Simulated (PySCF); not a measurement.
A calculated (r2SCAN, PySCF 2.14, aug-cc-pVTZ-X2C, the spin-free X2C one-electron Hamiltonian (Gaussian nucleus)) atom or ion has these occupied shells.

```csv
shell,electrons,orbital energy (eV),"rms radius, mean of both spins (bohr)"
1s α,1,-3537.4,0.0938
1s β,1,-3537.4,0.0938
2s α,1,-359.62,0.421
2s β,1,-359.62,0.421
2p α,3,-284.07,0.389
2p β,3,-284.07,0.389
3s α,1,-36.920,1.37
3s β,1,-36.887,1.37
3p α,3,-19.595,1.56
3p β,3,-19.549,1.56
4s α,1,-2.587,5.35
```

**Question.** Name the element and its charge.

**Answer.** K (potassium, neutral), in [Ar] 4s1, 2S determinant.
